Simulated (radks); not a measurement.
Question: Excited configurations of Ba I: one electron is placed in a higher orbital outside [Xe] 6s1. The ground configuration is [Xe] 6s2. Method: Dirac Kohn-Sham, PBE, spin-unpolarised, spherical densities, finite nucleus; open shells fill j = l - 1/2 first; Fermi nuclear charge, rms radius 4.8378 fm; computed with a radial shooting solver on a logarithmic mesh with Libxc functionals. Excitation = E - E(ground); binding = E(ion) - E, where the ion is the core of charge +1; n* = 1/sqrt(2 binding) in atomic units, and the quantum defect is n - n*.

| outer orbital | excitation (eV) | binding (eV) | n* | quantum defect | eigenvalue (eV) | <r> (bohr) |
|---|---|---|---|---|---|---|
| 4f5/2 | 4.168 | 1.193 | 3.377 | 0.623 | -0.339 | 13.80 |
| 6p1/2 | 1.927 | 3.434 | 1.990 | 4.010 | -1.791 | 6.071 |
| 6d3/2 | 3.877 | 1.484 | 3.027 | 2.973 | -0.722 | 11.59 |
| 6f5/2 | 4.704 | 0.657 | 4.549 | 1.451 | -0.366 | 28.24 |
| 7s1/2 | 3.362 | 1.999 | 2.609 | 4.391 | -1.197 | 10.93 |

Estimate the row for 7f5/2.

Answer: excitation (eV) 4.880; binding (eV) 0.481; n* 5.317; quantum defect 1.683; eigenvalue (eV) -0.294; <r> (bohr) 41.93. The Delta-SCF ionisation energy is 5.361 eV (NIST Atomic Spectra Database: 5.212 eV, measured). Self-interaction in the functional shifts the binding energies and quantum defects, so they are the method's values and not measured ones. Spin polarisation and multiplet splitting are left out, so open shells lie too high by an amount that depends on their filling.

Beside tabulated values, note that spin-unpolarised runs miss the spin-polarisation part of the exchange energy of open shells.
